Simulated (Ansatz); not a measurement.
`C[N]=[Mo]([OH])([F])([F])[Cl]`, 11 atoms. The species carries charge 0 and has multiplicity 1. Correlated methods include outer-core shells of Mo, which these sets cover unevenly. Mo takes the def2 core potential. All runs use 4 threads of an AMD EPYC 9R45 on a shared host. Correlated methods freeze the cores.

**Question.** How many basis functions does each run have, and how long does it take in Ansatz? RKS r2SCAN-D4/def2-TZVPP energy and forces; RHF-CCSD(T)/def2-SVP energy; RKS PBE-D4/def2-TZVPP energy and forces; RKS PBE0-D4/def2-SVP energy; RKS PBE-QIDH (frozen core)/def2-TZVPP energy; RKS PBE0-D4/def2-TZVP relaxation (7 steps); direct RPA on PBE orbitals/def2-TZVPP energy; RKS PBE0-D4/def2-TZVP frequencies; RHF-MP2/def2-QZVPP energy; RKS ωB97M-V/def2-QZVPP energy; RHF-MP2/def2-TZVPP energy; RKS ωB97M-V/def2-SVP energy. (Estimate.)

**Answer.** Computed: Other jobs shared the machine, so times are rough.

```tsv
level	job	functions	wall time	peak host memory (GiB)
RKS PBE0-D4/def2-SVP	energy	139	0.9 s	0.64
RKS PBE-D4/def2-TZVPP	energy and forces	309	1.9 s	0.51
RKS r2SCAN-D4/def2-TZVPP	energy and forces	309	3 s	0.56
RKS ωB97M-V/def2-SVP	energy	139	3.5 s	0.64
RHF-MP2/def2-TZVPP	energy	309	3.9 s	1
direct RPA on PBE orbitals/def2-TZVPP	energy	309	4.8 s	1
RKS PBE-QIDH (frozen core)/def2-TZVPP	energy	309	4.9 s	1.1
RKS ωB97M-V/def2-QZVPP	energy	556	13 s	3.2
RHF-CCSD(T)/def2-SVP	energy	139	16 s	1.3
RHF-MP2/def2-QZVPP	energy	556	21 s	4.2
RKS PBE0-D4/def2-TZVP	relaxation (7 steps)	256	21 s	0.89
RKS PBE0-D4/def2-TZVP	frequencies	256	2.1 min	0.94
```
